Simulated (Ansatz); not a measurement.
Geometry optimisation, RKS PBE-D4/def2-SVP in Ansatz.

input.yaml

```yaml
crystal:
  periodic: [false, false, false]
  atoms:
    - { symbol: "N", position_ang: [-1.0349, 0.9537, -0.492] }
    - { symbol: C, position_ang: [-0.423, -0.2946, -0.6476] }
    - { symbol: B, position_ang: [1.0593, -0.1803, -0.1772] }
    - { symbol: Te, position_ang: [1.893, -1.4058, 1.5193] }
    - { symbol: H, position_ang: [-1.05358, 1.45233, -1.47002] }
    - { symbol: H, position_ang: [-0.48031, 1.61555, 0.11322] }
    - { symbol: H, position_ang: [-0.3971, -0.5952, -1.7107] }
    - { symbol: H, position_ang: [-0.9125, -1.0478, -0.0569] }
    - { symbol: H, position_ang: [1.8318, 0.5924, -0.6511] }
    - { symbol: H, position_ang: [1.3369, -0.1762, 2.6613] }
basis:
  gaussian: { orbitals: def2-SVP }
hamiltonian:
  xc: pbe
  dispersion: d4
relax:
  f_tol: 0.015
  max_steps: 40
```

Launched with:

```bash
$ ansatz run input.yaml --threads 2 --pin off --max-ram 3072MiB --backend cpu --events-out ev --progress --plain --runs-dir out
```

**Question.** Where does it end, and by what steps?

**Answer.** It converged. After 14 steps the energy has fallen by 1.250 eV; Te4 moved furthest, 1.17 Å.

| step | energy less start (eV) | largest force component (eV/Å) | accepted |
| --- | --- | --- | --- |
| 0 | 0.0000 | 4.292 | yes |
| 1 | -0.3051 | 1.772 | yes |
| 2 | -0.4135 | 0.713 | yes |
| 3 | -0.4978 | 0.427 | yes |
| 4 | -0.6222 | 0.782 | yes |
| 5 | -0.7923 | 0.876 | yes |
| 6 | -0.9882 | 0.521 | yes |
| 7 | -1.1179 | 0.867 | yes |
| 8 | -1.1980 | 0.754 | yes |
| 9 | -1.2096 | 0.693 | yes |
| 10 | -1.2316 | 0.437 | yes |
| 11 | -1.2483 | 0.088 | yes |
| 12 | -1.2493 | 0.047 | yes |
| 13 | -1.2502 | 0.024 | yes |
| 14 | -1.2503 | 0.014 | yes |

```xyz
10
Properties=species:S:1:pos:R:3
N -0.862 1.042 -0.529
C -0.413 -0.376 -0.582
B 1.113 -0.140 -0.316
Te 2.055 -0.251 1.617
H -0.411 1.604 -1.263
H -0.614 1.474 0.372
H -0.662 -0.792 -1.579
H -0.972 -0.962 0.174
H 1.840 0.305 -1.186
H 0.746 -0.990 2.381
```

Whether the end is a true minimum wasn't checked by a vibrational analysis.

The run took 25 s on 2 threads of Intel(R) Xeon(R) Platinum 8488C (Sapphire Rapids) (shared host), peak memory 0.17 GiB.
